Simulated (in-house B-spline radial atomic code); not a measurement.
A fraction x of an electron is removed from 3d in Cr III (Cr2+), starting from [Ar] 3d4 and keeping the highest spin. Method: non-relativistic HSE06, spin-polarised, spherical fractional occupations, point nucleus. Calculated with an all-electron radial atomic-structure program (B-spline basis).

Caution: exact exchange at fractional occupations of open shells leaves self-interaction of up to several eV.

| x | E(x) - E(0) (eV) | 3d up level (eV) |
| --- | --- | --- |
| 0 | 0.0000 | -25.454 |
| 0.01 | 0.2553 | -25.599 |
| 0.22 | 5.9560 | -28.711 |
| 0.32 | 8.9030 | -30.230 |
| 0.45 | 12.9633 | -32.241 |
| 0.5 | 14.5949 | -33.025 |
| 0.58 | 17.2875 | -34.291 |
| 0.65 | 19.7270 | -35.410 |
| 0.82 | 25.9809 | -38.174 |
| 0.91 | 29.4834 | -39.662 |
| 1 | 33.1207 | -41.167 |

The exact functional would give a straight line between the two integer points. Deviations E(x) - E(0) - x[E(1) - E(0)], in eV: -0.076 at x = 0.01, -1.331 at x = 0.22, -1.696 at x = 0.32, -1.941 at x = 0.45, -1.965 at x = 0.5, -1.923 at x = 0.58, -1.801 at x = 0.65, -1.178 at x = 0.82, -0.656 at x = 0.91.

The curve lies below the straight line by up to 1.965 eV (at x = 0.5): convex, the delocalisation error, to which spherically averaged exact exchange adds.

Task: How well does Slater's transition state (minus the level at half occupation) give the ionisation energy?

Result: It gives 33.025 eV against 33.121 eV from the two total energies; NIST lists 30.96 eV, ground level to ground level. The end point has an open shell averaged over its orbitals, so its exact exchange keeps a self-interaction and this is no true integer point.
